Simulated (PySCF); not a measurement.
Radial density of Nd (neodymium, neutral)

UHF, [Xe] 4f3 5d1 6s2, one real determinant (an excited configuration). All numbers are calculated (PySCF 2.14, scalar relativity by spin-free X2C-1e, in ANO-RCC-VTZP (8s7p5d3f2g1h, 104 functions)).

```
r (bohr)  4πr²ρ (e/bohr)  4πr²(ρα − ρβ)
  0.0203           77.07         0.0008
  0.0341           69.67         0.0020
  0.0573           96.64         0.0067
  0.0965           92.89         0.0226
   0.162           82.42         0.1316
   0.273           70.06         0.7543
   0.459           35.92         2.5907
   0.772           28.09         3.0593
    1.30           9.734         1.4933
    2.18           3.410         0.5855
    3.67          0.8245         0.1889
    6.18          0.2359         0.0046
    10.4        0.007632        -0.0023
    17.5       5.485e-05         0.0000
```

Densities and radii are taken from the X2C orbitals without a picture-change correction, which distorts them close to the nucleus.

⟨L²⟩ = 40.16 against 72 for a pure L term, so this real determinant mixes terms. Spin-orbit coupling, absent here, splits the open shell strongly.

(1) Where is the radial spin density 4πr²(ρα − ρβ) most negative, and why is it negative at all?

Results:

(1) Around r = 10.4 bohr, down to -0.0023 e/bohr: exchange with the open shell polarises the paired shells in an unrestricted calculation.
